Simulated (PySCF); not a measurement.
A structure optimised at PBE-D3(BJ)/def2-SVP, used in a PySCF frequency run:

```xyz
13

Mg    -0.0387     0.8150     0.6895
C     -0.3429    -0.6081    -0.8642
C     -0.6427    -2.0118    -0.3160
C      0.8254    -0.6381    -1.8616
H     -1.2488    -0.2536    -1.4096
H     -0.8327    -2.7433    -1.1387
H      0.2075    -2.4244     0.2709
H     -1.5350    -2.0354     0.3452
H      1.0126     0.3483    -2.3369
H      0.6409    -1.3644    -2.6901
H      1.7787    -0.9542    -1.3833
O      0.1098     2.0895     1.9491
H      0.5238     2.4785     2.7272
```

Q: Write its SMILES and formula.

A: C[CH](C)[Mg][OH], C3H8MgO

Q: What are its rotational constants (standard atomic weights)?

A: 7.9034, 1.7506, 1.5065 GHz
